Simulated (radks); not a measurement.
F IV, configuration [He] 2s2 2p2.

All-electron calculation, Dirac Kohn-Sham, PBE, spin-unpolarised, spherical densities, point nucleus; open shells are shared between the two j in proportion to 2j + 1; speed of light set to 116.481 atomic units (0.85 times the physical value, a model run). Program: a radial shooting solver on a logarithmic mesh with Libxc functionals.

Energy parts (eV):
| part | energy |
|---|---|
| total | -2596.763 |
| kinetic | 2599.576 |
| electron-nucleus | -5817.908 |
| Hartree | 849.678 |
| exchange-correlation | -228.110 |

Orbitals (lengths in bohr, moments of r in powers of bohr; r(max) is where P^2 peaks):
| orbital | occ. | eigenvalue (eV) | <r^2> | r(max) | <r^4> |
|---|---|---|---|---|---|
| 1s1/2 | 2 | -741.6145 | 0.04177 | 0.1142 | 0.004549 |
| 2s1/2 | 2 | -91.2494 | 0.9093 | 0.7167 | 1.472 |
| 2p1/2 | 0.666667 | -72.8509 | 0.8477 | 0.6233 | 1.494 |
| 2p3/2 | 1.33333 | -72.7111 | 0.8507 | 0.6246 | 1.503 |

The highest occupied level is 2p3/2 at -72.711 eV. The density falls to 0.001 e/bohr^3 at r = 2.26 bohr.
